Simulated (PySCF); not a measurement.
Br2Ga, charge +1, singlet, at a GFN2-xTB geometry (such geometries of metal compounds can be far from the true shape); PBE0/STO-3G (PySCF).

Input for PySCF:
```python
from pyscf import gto, scf, dft

mol = gto.M(
    atom='''
Ga    0.000000    0.000000    0.000000
Br    0.000000    0.000000    2.292576
Br   -0.000000   -0.000000   -2.292576
''',
    basis='sto-3g',
    charge=1,
    spin=0,
    verbose=4,
)

mf = dft.RKS(mol)
mf.xc = 'pbe0'
mf.kernel()
mo_i, mo_e, stable_i, stable_e = mf.stability(internal=True, external=True, return_status=True, nroots=6, tol=1e-6)
print('internally stable:', stable_i, ' externally stable:', stable_e)
if not stable_e:
    umf = mf.to_uhf() if not hasattr(mf, 'xc') else mf.to_uks()
    umf.scf_summary = {}
    umf.kernel(umf.make_rdm1(mo_e, umf.mo_occ))
mf.analyze()
```

**Question.** What does PySCF print? Leave out banner, timings and long lists.

**Answer.** 
```
PySCF version 2.14.0

[INPUT] verbose = 4
[INPUT] num. atoms = 3
[INPUT] num. electrons = 100
[INPUT] charge = 1
[INPUT] spin (= nelec alpha-beta = 2S) = 0
[INPUT] symmetry False subgroup None
[INPUT] Mole.unit = angstrom
[INPUT] Symbol           X                Y                Z      unit          X                Y                Z       unit  Magmom
[...]
nuclear repulsion = 642.262498335889
number of shells = 24
number of NR pGTOs = 162
number of NR cGTOs = 54
basis = sto-3g
ecp = {}

******** <class 'pyscf.dft.rks.RKS'> ********
method = RKS
initial guess = minao
damping factor = 0
level_shift factor = 0
DIIS = <class 'pyscf.scf.diis.CDIIS'>
diis_start_cycle = 1
diis_space = 8
diis_damp = 0
SCF conv_tol = 1e-09
SCF conv_tol_grad = None
SCF max_cycles = 50
direct_scf = True
direct_scf_tol = 1e-13
XC library pyscf.dft.libxc version 7.1.2
    S. Lehtola, C. Steigemann, M. J. T. Oliveira, and M. A. L. Marques,  SoftwareX 7, 1–5 (2018)
XC functionals = pbe0
    C. Adamo and V. Barone,  J. Chem. Phys. 110, 6158 (1999)
    M. Ernzerhof and G. E. Scuseria,  J. Chem. Phys. 110, 5029 (1999)
radial grids:
    Treutler-Ahlrichs [JCP 102, 346 (1995); DOI:10.1063/1.469408] (M4) radial grids

becke partition: Becke, JCP 88, 2547 (1988); DOI:10.1063/1.454033
pruning grids: <function nwchem_prune>
grids dens level: 3
symmetrized grids: False
atomic radii adjust function: <function treutler_atomic_radii_adjust>
small_rho_cutoff = 0
Set gradient conv threshold to 3.16228e-05
Initial guess from minao.
tot grids = 61752
init E= -6984.47387642998
cycle= 1 E= -6993.33445460851  delta_E= -8.86  |g|= 0.387  |ddm|= 2.34

cycle= 2 E= -6983.98231389492  delta_E= 9.35  |g|= 4.37  |ddm|= 5.36
cycle= 3 E= -6993.36215886036  delta_E= -9.38  |g|= 0.479  |ddm|= 5.09
cycle= 4 E= -6993.46342762076  delta_E= -0.101  |g|= 0.0419  |ddm|= 0.937
cycle= 5 E= -6993.46456933858  delta_E= -0.00114  |g|= 0.00532  |ddm|= 0.128
cycle= 6 E= -6993.46457152852  delta_E= -2.19e-06  |g|= 0.0044  |ddm|= 0.00981
cycle= 7 E= -6993.46457907272  delta_E= -7.54e-06  |g|= 0.00077  |ddm|= 0.00631
cycle= 8 E= -6993.46457933454  delta_E= -2.62e-07  |g|= 1.94e-05  |ddm|= 0.00171
cycle= 9 E= -6993.46457933476  delta_E= -2.2e-10  |g|= 3.05e-06  |ddm|= 4.58e-05
Extra cycle  E= -6993.46457933471  delta_E= 4.46e-11  |g|= 1.01e-05  |ddm|= 2.13e-05
converged SCF energy = -6993.46457933471
rhf_internal: lowest eigs of H = [0.3960915  0.3960915  0.41313997 0.41314005 0.47062848 0.47062859]
<class 'pyscf.dft.rks.RKS'> wavefunction is stable in the internal stability analysis
rhf_real2complex: lowest eigs of H = [0.06304866 0.06304895 0.07851826 0.07851826 0.10078439 0.1007847 ]
<class 'pyscf.dft.rks.RKS'> wavefunction is stable in the real -> complex stability analysis
rhf_external: lowest eigs of H = [-0.01902763  0.02208669  0.02209683  0.04917432  0.04917434  0.09381682]
<class 'pyscf.dft.rks.RKS'> wavefunction has an RHF/RKS -> UHF/UKS instability
internally stable: True  externally stable: False

******** <class 'pyscf.dft.uks.UKS'> ********
method = UKS
initial guess = minao
damping factor = 0
level_shift factor = 0
DIIS = <class 'pyscf.scf.diis.CDIIS'>
diis_start_cycle = 1
diis_space = 8
diis_damp = 0
SCF conv_tol = 1e-09
SCF conv_tol_grad = None
SCF max_cycles = 50
direct_scf = True
direct_scf_tol = 1e-13
number electrons alpha = 50  beta = 50
XC library pyscf.dft.libxc version 7.1.2
    S. Lehtola, C. Steigemann, M. J. T. Oliveira, and M. A. L. Marques,  SoftwareX 7, 1–5 (2018)
XC functionals = pbe0
    C. Adamo and V. Barone,  J. Chem. Phys. 110, 6158 (1999)
    M. Ernzerhof and G. E. Scuseria,  J. Chem. Phys. 110, 5029 (1999)
radial grids:
    Treutler-Ahlrichs [JCP 102, 346 (1995); DOI:10.1063/1.469408] (M4) radial grids

becke partition: Becke, JCP 88, 2547 (1988); DOI:10.1063/1.454033
pruning grids: <function nwchem_prune>
grids dens level: 3
symmetrized grids: False
atomic radii adjust function: <function treutler_atomic_radii_adjust>
small_rho_cutoff = 0
[...]
cycle= 10 E= -6989.79111057149  delta_E= 0.82  |g|= 1.17  |ddm|= 1.21

cycle= 11 E= -6970.02835719886  delta_E= 19.8  |g|= 0.848  |ddm|= 5.74
cycle= 12 E= -6990.93386453836  delta_E= -20.9  |g|= 1.06  |ddm|= 6.29
cycle= 13 E= -6990.47218004768  delta_E= 0.462  |g|= 1.11  |ddm|= 0.569
cycle= 14 E= -6991.77787646721  delta_E= -1.31  |g|= 1.13  |ddm|= 2.07
cycle= 15 E= -6990.96617556308  delta_E= 0.812  |g|=  1.5  |ddm|= 2.38
cycle= 16 E= -6992.44969085575  delta_E= -1.48  |g|= 0.961  |ddm|= 1.37
cycle= 17 E= -6989.75738096622  delta_E= 2.69  |g|= 1.49  |ddm|= 2.03
cycle= 18 E= -6989.20885796356  delta_E= 0.549  |g|= 1.48  |ddm|= 0.469
cycle= 19 E= -6989.44910935479  delta_E= -0.24  |g|=  1.5  |ddm|= 3.01

cycle= 20 E= -6970.28965416769  delta_E= 19.2  |g|= 1.53  |ddm|= 6.05
cycle= 21 E= -6992.79065711715  delta_E= -22.5  |g|= 0.776  |ddm|= 6.52
cycle= 22 E= -6990.19687498454  delta_E= 2.59  |g|=  1.6  |ddm|= 1.99
cycle= 23 E= -6989.53511565737  delta_E= 0.662  |g|= 1.62  |ddm|= 0.647
cycle= 24 E= -6990.74466597326  delta_E= -1.21  |g|= 1.55  |ddm|= 0.772
cycle= 25 E= -6992.77177228297  delta_E= -2.03  |g|= 0.818  |ddm|= 1.59
cycle= 26 E= -6991.9427544585  delta_E= 0.829  |g|=  1.1  |ddm|= 1.38
cycle= 27 E= -6992.09669174941  delta_E= -0.154  |g|= 1.06  |ddm|=  0.2
cycle= 28 E= -6992.11512816961  delta_E= -0.0184  |g|= 1.05  |ddm|= 0.103
cycle= 29 E= -6981.49882128863  delta_E= 10.6  |g|= 2.27  |ddm|= 4.34
cycle= 30 E= -6993.3115250801  delta_E= -11.8  |g|= 0.364  |ddm|= 4.19
cycle= 31 E= -6993.30862257151  delta_E= 0.0029  |g|= 0.363  |ddm|=  0.1
cycle= 32 E= -6993.30585973252  delta_E= 0.00276  |g|= 0.367  |ddm|= 0.014
cycle= 33 E= -6993.30242854127  delta_E= 0.00343  |g|= 0.374  |ddm|= 0.0835
cycle= 34 E= -6993.40772471428  delta_E= -0.105  |g|= 0.227  |ddm|= 0.432
cycle= 35 E= -6993.4132285534  delta_E= -0.0055  |g|= 0.224  |ddm|= 0.141
cycle= 36 E= -6993.42572697564  delta_E= -0.0125  |g|= 0.194  |ddm|= 0.0918
cycle= 37 E= -6993.43011303405  delta_E= -0.00439  |g|= 0.189  |ddm|= 0.14
cycle= 38 E= -6993.46225607214  delta_E= -0.0321  |g|= 0.0518  |ddm|= 0.334
cycle= 39 E= -6993.4649332098  delta_E= -0.00268  |g|= 0.0064  |ddm|= 0.154
cycle= 40 E= -6993.46499493171  delta_E= -6.17e-05  |g|= 0.00453  |ddm|= 0.0229
cycle= 41 E= -6993.46503950607  delta_E= -4.46e-05  |g|= 0.00277  |ddm|= 0.0189
cycle= 42 E= -6993.4650856846  delta_E= -4.62e-05  |g|= 0.00258  |ddm|= 0.0257
cycle= 43 E= -6993.46524018811  delta_E= -0.000155  |g|= 0.00471  |ddm|= 0.136
cycle= 44 E= -6993.46526101572  delta_E= -2.08e-05  |g|= 0.00293  |ddm|= 0.0505
cycle= 45 E= -6993.46526740091  delta_E= -6.39e-06  |g|= 0.000689  |ddm|= 0.0298
cycle= 46 E= -6993.46526868671  delta_E= -1.29e-06  |g|= 0.00058  |ddm|= 0.026
cycle= 47 E= -6993.46526981315  delta_E= -1.13e-06  |g|= 4.24e-05  |ddm|= 0.00997
cycle= 48 E= -6993.46526981237  delta_E= 7.87e-10  |g|= 4.28e-05  |ddm|= 0.000916
cycle= 49 E= -6993.46526981764  delta_E= -5.27e-09  |g|= 6.46e-06  |ddm|= 0.000737
cycle= 50 E= -6993.46526981793  delta_E= -2.96e-10  |g|= 2.4e-06  |ddm|= 8.51e-05
Extra cycle  E= -6993.46526981797  delta_E= -4.18e-11  |g|= 2.45e-06  |ddm|= 1.67e-05
converged SCF energy = -6993.46526981797  <S^2> = 0.13933176  2S+1 = 1.2479291
**** SCF Summaries ****
Total Energy =                       -6993.464579334713562
Nuclear Repulsion Energy =             642.262498335889404
One-electron Energy =               -11037.383880419012712
Two-electron Energy =                 3401.656802748410428
Two-electron Coulomb Energy =         3659.752294012649600
DFT Exchange-Correlation Energy =     -258.095491264239342
**** MO energy ****
[...]
 ** Mulliken pop on meta-lowdin orthogonal AOs  **
 ** Mulliken pop  **
 ** Mulliken atomic charges  **
charge of    0Ga =      0.43252
charge of    1Br =      0.28374
charge of    2Br =      0.28374

WARN: System has nonzero charge 1; the dipole moment is origin-dependent.
Location of origin: [0. 0. 0.]

Dipole moment(X, Y, Z, Debye): -0.00000,  0.00000, -0.00000
```
